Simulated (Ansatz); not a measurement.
CH₆ClNSi₂, SMILES `Cl[SiH]1C[SiH2]N1` at its PBE0-D4/def2-TZVP geometry, where that method's forces vanish. Charge 0, multiplicity 1.

```xyz
11

Cl    1.3553   -0.4701   -2.5539
Si    0.5368   -0.8793   -0.7056
C     0.9744    0.3685    0.6209
Si   -0.8691    0.7648    0.6641
N    -1.1174   -0.4486   -0.5570
H     0.8547   -2.3065   -0.4663
H     1.3768   -0.0600    1.5395
H     1.6218    1.1784    0.2859
H    -1.5480    0.4737    1.9561
H    -1.2441    2.1450    0.2525
H    -1.9412   -0.7659   -1.0362
```

What forces (eV/Å) does B3LYP-D4/def2-TZVPP give on these atoms in Ansatz? (Estimate.)

Ansatz gave: 
```
Cl1  0.085  0.046 -0.199
Si2  0.072 -0.295  0.055
C3   0.119  0.041  0.069
Si4 -0.208  0.213  0.175
N5  -0.070 -0.022 -0.028
H6  -0.025  0.094 -0.004
H7  -0.008  0.042 -0.054
H8  -0.028 -0.055  0.039
H9   0.041  0.024 -0.081
H10  0.022 -0.086  0.029
H11  0.001 -0.001 -0.001
```

B3LYP here is the variant with VWN-RPA as its local correlation; programs differ in this.
